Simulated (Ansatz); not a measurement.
`CC1B[SiH2]O1` at its PBE0-D4/def2-TZVP geometry, where that method's forces vanish. Charge 0, multiplicity 1.

```xyz
12

C    -1.5448   -0.6394    0.1328
C    -0.4527    0.2697   -0.4060
B     0.8730   -0.4565   -0.8691
Si    1.6599    0.6998    0.5653
O     0.0453    1.1520    0.6476
H    -1.1563   -1.3253    0.8898
H    -1.9852   -1.2283   -0.6750
H    -2.3274   -0.0372    0.5994
H    -0.8725    0.8915   -1.2127
H     1.0266   -1.2751   -1.7193
H     2.1689    0.1194    1.8416
H     2.5651    1.8296    0.2056
```

Q: What forces (eV/Å) does r2SCAN-D4/def2-TZVPP give on these atoms in Ansatz 0.2.0? (Best estimate.)

A: The calculation gave: 
```
C1  -0.110 -0.083  0.050
C2   0.032 -0.177 -0.334
B3   0.037 -0.056 -0.047
Si4  0.053 -0.035 -0.019
O5   0.008  0.297  0.336
H6   0.002  0.011 -0.008
H7   0.007  0.012  0.014
H8   0.008 -0.006 -0.001
H9  -0.020  0.016 -0.011
H10 -0.022  0.015  0.012
H11  0.004  0.018 -0.005
H12 -0.001 -0.010  0.014
```
